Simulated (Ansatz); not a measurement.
Steps of a relaxation of H₄S₄Sn, SMILES `[SH][Sn]([SH])([SH])[SH]` with RKS PBE-D4/def2-SVP.

```sh
$ ansatz run in.yaml --threads 2 --pin off --events-out ev --progress --plain --max-ram 32768MiB --backend cpu
```

```yaml
crystal:
  periodic: [false, false, false]
  atoms:
    - {symbol: S, position_ang: [-0.154600, 1.874400, -1.460400]}
    - {symbol: Sn, position_ang: [0.231000, 0.097500, 0.053600]}
    - {symbol: S, position_ang: [2.578200, -0.316800, 0.138500]}
    - {symbol: S, position_ang: [-0.826600, -1.875800, -0.719700]}
    - {symbol: S, position_ang: [-0.573400, 0.678000, 2.235200]}
    - {symbol: H, position_ang: [-1.587600, 1.868300, -1.229800]}
    - {symbol: H, position_ang: [2.689900, -0.612800, -1.218400]}
    - {symbol: H, position_ang: [-0.382700, -2.622300, 0.365200]}
    - {symbol: H, position_ang: [-1.885800, 0.863300, 1.818700]}
basis:
  gaussian: {orbitals: def2-SVP}
hamiltonian: {xc: pbe, dispersion: d4}
relax: {f_tol: 0.03, max_steps: 200}
```

Positions (Å) and forces (eV/Å) along the path, 14 of 21 steps:

```xyz
9
step=1 energy=-49208.8147 eV
S    -0.155    1.874   -1.460   -1.841    0.670   -0.424
Sn    0.231    0.098    0.054    0.029   -0.014    0.210
S     2.578   -0.317    0.139    0.857   -0.108   -0.369
S    -0.827   -1.876   -0.720   -0.381   -1.124    0.007
S    -0.573    0.678    2.235   -0.548    0.209    0.585
H    -1.588    1.868   -1.230    1.687   -0.008   -0.273
H     2.690   -0.613   -1.218   -0.237    0.138    0.662
H    -0.383   -2.622    0.365   -0.182    0.375   -0.442
H    -1.886    0.863    1.819    0.616   -0.139    0.043
9
step=3 energy=-49209.0629 eV
S    -0.203    1.887   -1.560   -0.278   -0.046    0.079
Sn    0.224    0.096    0.051    0.050    0.014    0.049
S     2.641   -0.245    0.192   -0.136   -0.007   -0.254
S    -0.913   -1.917   -0.763    0.084    0.005    0.129
S    -0.511    0.658    2.324   -0.145   -0.010   -0.199
H    -1.559    1.854   -1.325    0.275   -0.011   -0.064
H     2.675   -0.574   -1.144    0.016    0.038    0.275
H    -0.464   -2.619    0.326   -0.085    0.057   -0.118
H    -1.802    0.814    1.881    0.218   -0.040    0.104
9
step=4 energy=-49209.0732 eV
S    -0.208    1.881   -1.565   -0.008   -0.001    0.008
Sn    0.226    0.101    0.050   -0.001   -0.003   -0.018
S     2.633   -0.231    0.194   -0.019    0.030   -0.016
S    -0.917   -1.903   -0.763    0.013    0.021   -0.003
S    -0.497    0.650    2.318    0.011    0.001   -0.019
H    -1.553    1.838   -1.339   -0.003   -0.018   -0.018
H     2.680   -0.570   -1.128    0.012   -0.015    0.044
H    -0.487   -2.613    0.321   -0.036    0.003   -0.009
H    -1.787    0.800    1.895    0.031   -0.019    0.031
9
step=5 energy=-49209.0881 eV
S    -0.235    1.911   -1.589   -0.034    0.062   -0.020
Sn    0.241    0.152    0.025    0.003   -0.133    0.002
S     2.648   -0.137    0.209    0.047   -0.016   -0.059
S    -0.942   -1.829   -0.800    0.052    0.022    0.047
S    -0.416    0.636    2.323   -0.049    0.008    0.011
H    -1.581    1.739   -1.441    0.008   -0.002   -0.033
H     2.747   -0.639   -1.058   -0.038    0.025    0.062
H    -0.637   -2.532    0.331   -0.028    0.033   -0.030
H    -1.739    0.651    1.984    0.039    0.001    0.020
9
step=7 energy=-49209.0937 eV
S    -0.243    1.986   -1.469   -0.066   -0.096    0.040
Sn    0.262    0.158    0.080    0.071    0.053   -0.157
S     2.680   -0.109    0.159    0.042    0.069    0.155
S    -0.835   -1.821   -0.843   -0.083   -0.013    0.032
S    -0.405    0.577    2.387    0.029   -0.059    0.041
H    -1.531    1.556   -1.623    0.043    0.017   -0.010
H     2.706   -0.602   -1.109   -0.041   -0.029   -0.063
H    -0.827   -2.452    0.368    0.018    0.032   -0.029
H    -1.719    0.660    2.033   -0.012    0.025   -0.009
9
step=8 energy=-49209.0996 eV
S    -0.265    1.971   -1.478   -0.230   -0.038   -0.023
Sn    0.278    0.160    0.057    0.058    0.031   -0.037
S     2.692   -0.083    0.185    0.050    0.009    0.051
S    -0.890   -1.776   -0.857   -0.006   -0.058    0.109
S    -0.377    0.492    2.381    0.054   -0.027    0.035
H    -1.533    1.467   -1.629    0.180    0.101   -0.023
H     2.741   -0.580   -1.083   -0.001   -0.013   -0.031
H    -0.877   -2.347    0.385   -0.036   -0.040   -0.082
H    -1.681    0.649    2.023   -0.068    0.033    0.002
9
step=9 energy=-49209.0993 eV rejected
S    -0.279    1.972   -1.472   -0.192    0.014   -0.075
Sn    0.290    0.159    0.049   -0.079   -0.090    0.169
S     2.708   -0.075    0.202   -0.044   -0.012   -0.096
S    -0.907   -1.779   -0.836   -0.014   -0.123   -0.008
S    -0.368    0.452    2.383   -0.136    0.063   -0.034
H    -1.551    1.492   -1.668    0.216    0.035    0.046
H     2.751   -0.557   -1.075    0.047    0.007    0.046
H    -0.891   -2.435    0.366    0.033    0.128   -0.085
H    -1.666    0.725    2.035    0.170   -0.023    0.036
9
step=10 energy=-49209.1058 eV
S    -0.277    1.976   -1.469   -0.059    0.010   -0.007
Sn    0.279    0.156    0.055   -0.007   -0.012    0.003
S     2.696   -0.081    0.189    0.012    0.005    0.004
S    -0.894   -1.786   -0.852    0.001   -0.020    0.007
S    -0.374    0.477    2.385   -0.014   -0.005    0.003
H    -1.537    1.479   -1.655    0.049    0.014   -0.008
H     2.754   -0.573   -1.082   -0.006    0.001    0.007
H    -0.884   -2.387    0.374   -0.008   -0.008   -0.014
H    -1.676    0.691    2.037    0.032    0.015    0.005
9
step=11 energy=-49209.1107 eV
S    -0.320    2.001   -1.408   -0.062   -0.038   -0.009
Sn    0.278    0.142    0.058    0.001    0.010    0.023
S     2.700   -0.061    0.188   -0.012    0.000   -0.012
S    -0.864   -1.810   -0.872   -0.002   -0.016    0.005
S    -0.368    0.428    2.395   -0.076    0.006   -0.036
H    -1.529    1.435   -1.700    0.059    0.014    0.013
H     2.758   -0.571   -1.076    0.006   -0.003    0.009
H    -0.927   -2.393    0.361    0.009    0.024   -0.030
H    -1.638    0.783    2.035    0.078    0.004    0.037
9
step=12 energy=-49209.1183 eV
S    -0.415    2.029   -1.338   -0.036   -0.021   -0.009
Sn    0.271    0.149    0.061    0.007    0.003   -0.001
S     2.696   -0.025    0.186    0.008   -0.010   -0.015
S    -0.820   -1.804   -0.930    0.013   -0.007   -0.004
S    -0.367    0.374    2.404   -0.028   -0.001   -0.009
H    -1.533    1.354   -1.741    0.031    0.014    0.017
H     2.758   -0.654   -1.024   -0.012    0.008    0.014
H    -0.930   -2.384    0.300   -0.002   -0.002   -0.008
H    -1.572    0.915    2.063    0.018    0.016    0.015
9
step=13 energy=-49209.1207 eV
S    -0.434    2.031   -1.321   -0.031   -0.022   -0.004
Sn    0.268    0.151    0.071   -0.005   -0.010   -0.002
S     2.694   -0.031    0.183   -0.014   -0.017   -0.039
S    -0.784   -1.807   -0.957    0.009    0.009    0.007
S    -0.387    0.385    2.409   -0.050    0.008   -0.017
H    -1.550    1.348   -1.715    0.026    0.013    0.010
H     2.729   -0.695   -1.011   -0.001    0.020    0.043
H    -0.886   -2.425    0.256    0.002    0.009   -0.004
H    -1.561    0.996    2.068    0.063   -0.011    0.005
9
step=18 energy=-49209.1242 eV
S    -0.492    2.030   -1.267   -0.001    0.002    0.003
Sn    0.267    0.133    0.071    0.005   -0.008   -0.006
S     2.695   -0.005    0.180    0.006    0.002    0.008
S    -0.723   -1.836   -0.994   -0.007   -0.008    0.018
S    -0.425    0.326    2.401   -0.059    0.041   -0.024
H    -1.569    1.312   -1.700   -0.001   -0.004    0.002
H     2.745   -0.714   -0.985   -0.008    0.002   -0.001
H    -0.931   -2.416    0.224    0.006    0.011   -0.018
H    -1.479    1.125    2.052    0.058   -0.038    0.019
9
step=20 energy=-49209.1193 eV rejected
S    -0.494    2.014   -1.262   -0.003    0.053   -0.022
Sn    0.281    0.130    0.079   -0.250   -0.013    0.025
S     2.686   -0.038    0.189    0.256    0.033    0.063
S    -0.711   -1.826   -0.995   -0.030   -0.048   -0.073
S    -0.465    0.316    2.397    0.176   -0.116    0.034
H    -1.579    1.293   -1.671    0.018   -0.004    0.009
H     2.752   -0.689   -1.007   -0.039   -0.008   -0.011
H    -0.925   -2.415    0.215   -0.004   -0.015    0.037
H    -1.458    1.168    2.039   -0.126    0.117   -0.063
9
step=21 energy=-49209.1246 eV
S    -0.496    2.024   -1.259    0.000   -0.001    0.000
Sn    0.266    0.124    0.072    0.002   -0.001    0.000
S     2.693   -0.014    0.190   -0.002    0.001    0.000
S    -0.721   -1.842   -1.001   -0.001    0.000   -0.001
S    -0.444    0.319    2.397    0.000    0.000    0.002
H    -1.576    1.306   -1.685    0.000    0.001   -0.001
H     2.746   -0.700   -0.989    0.000    0.001    0.000
H    -0.924   -2.429    0.214    0.000   -0.001    0.000
H    -1.455    1.165    2.044    0.002    0.000   -0.001
```

Run time 57 s (2 threads of an AMD EPYC 7R13 on a shared host); peak host memory 0.19 GiB.
